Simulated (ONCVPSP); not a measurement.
## An all-electron radial function and its pseudo partner (technetium)

Columns: radius, all-electron u(r) and pseudo u(r) of the 4d shell (level -6.86 eV) of technetium in the configuration [Ar] 3d10 4s2 4p6 4d5 5s1.75 5p0.25; BLYP, scalar-relativistic, ONCV scheme, ONCVPSP 4.0.1.

```
r (bohr)  all-electron  pseudo
   0.105       -0.1625  0.0030
   0.210       -0.3669  0.0226
   0.315       -0.3504  0.0707
   0.420       -0.1789  0.1511
   0.525        0.0472  0.2597
   0.630        0.2669  0.3845
   0.735        0.4525  0.5101
   0.840        0.5954  0.6222
   0.945        0.6963  0.7106
   1.050        0.7602  0.7705
   1.155        0.7942  0.8020
   1.260        0.8052  0.8097
   1.365        0.7993  0.8010
   1.470        0.7814  0.7817
   1.575        0.7553  0.7553
   1.680        0.7239  0.7239
   1.785        0.6894  0.6893
   1.890        0.6532  0.6532
   1.995        0.6166  0.6165
   2.100        0.5802  0.5802
   2.205        0.5447  0.5446
   2.310        0.5103  0.5102
   2.415        0.4773  0.4773
   2.520        0.4459  0.4459
   2.625        0.4162  0.4161
   2.730        0.3881  0.3880
```

How many radial nodes do the two functions have?

The all-electron 4d function has n − l − 1 = 1; the pseudo-wave has 0, since the states of the same l below it are removed with the core.

At about which radius was the pseudo-wave matched?

1.70 bohr. The columns agree to 0.0005 from 1.47 bohr on; several derivatives are matched, so the curves merge somewhat inside the radius.

Is the pseudo-wave norm-conserving?

Yes: the ONCV scheme keeps the norm inside the radius equal to the all-electron one, which fixes the energy derivative of the logarithmic derivative at the level.
